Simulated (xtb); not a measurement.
silane (H₄Si), singlet, geometry from GFN2-xTB. Base run: GFN2-xTB in xtb.

Geometry (Å):
```xyz
5

Si     0.0000     0.0000     0.0000
H      0.8569     0.8321     0.8409
H     -0.8569    -0.8271     0.8458
H     -0.8296     0.8544    -0.8458
H      0.8296    -0.8593    -0.8408
```
All else is at xtb's defaults.
Base energy -3.76389 Eh.

Each row names what was changed in the base input (with any setting that the change needs).

| change | ΔE vs base (mEh) | HOMO-LUMO gap (eV) | G_solv (kcal/mol) | SCF cycles |
|---|---|---|---|---|
| base | 0.000 | 6.71 | - | 9 |
| alpb = chcl3 | 0.642 | 6.71 | 0.40 | 9 |
| etemp = 5000 | -0.079 | 6.71 | - | 9 |
| etemp = 10000 | -7.677 | 6.78 | - | 9 |
| alpb = ether | -0.037 | 6.75 | -0.06 | 9 |

ALPB and GBSA are two models with their own fitted parameters for each solvent, which aren't always the measured dielectric constant.
